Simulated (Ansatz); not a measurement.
`ClC[CH2][GeH3]`. Total charge 0; spin multiplicity 1.

```xyz
11

Cl    0.711   -1.739    1.447
C     0.032   -0.084    1.437
C    -0.712    0.215    0.158
Ge    0.381    0.072   -1.474
H    -0.618   -0.022    2.311
H     0.876    0.591    1.582
H    -1.092    1.240    0.212
H    -1.577   -0.445    0.058
H     1.764    0.694   -1.208
H    -0.314    0.863   -2.597
H     0.550   -1.384   -1.924
```

(1) What are the harmonic wavenumbers in cm⁻¹ at PBE0-D4/def2-TZVP (Ansatz, finite differences of forces, unscaled)? (Best estimate.)

(2) Is this a minimum?

(3) Give the ideal-gas thermochemistry at 298.15 K and 1 bar (rigid rotor, harmonic oscillator; point group C1, symmetry number 1).

(4) And at 400, 500, 600, 800 and 1000 K?

## Answers

(1) Ansatz gave: 74, 125, 195, 348, 495, 525, 618, 684, 815, 834, 882, 888, 935, 1037, 1133, 1185, 1288, 1324, 1439, 1486, 2145, 2148, 2175, 3059, 3086, 3115, 3144.

(2) Yes, all 27 modes are real.

(3) Zero-point energy 210.4 kJ/mol; H(298) − E = 229.6 kJ/mol; entropy 341.6 J/(mol·K), of which translation 170.4, rotation 114.8, vibration 56.5; G(298) − E = 127.7 kJ/mol. Modes under 100 cm⁻¹ are hindered rotations or soft bends, so the harmonic entropy is rough.

(4) 
```tsv
T (K)	H − E (kJ/mol)	S (J/mol/K)	G − E (kJ/mol)
400	240.8	374.0	91.3
500	254.0	403.3	52.4
600	268.9	430.5	10.7
800	302.8	479.1	-80.4
1000	340.8	521.4	-180.5
```
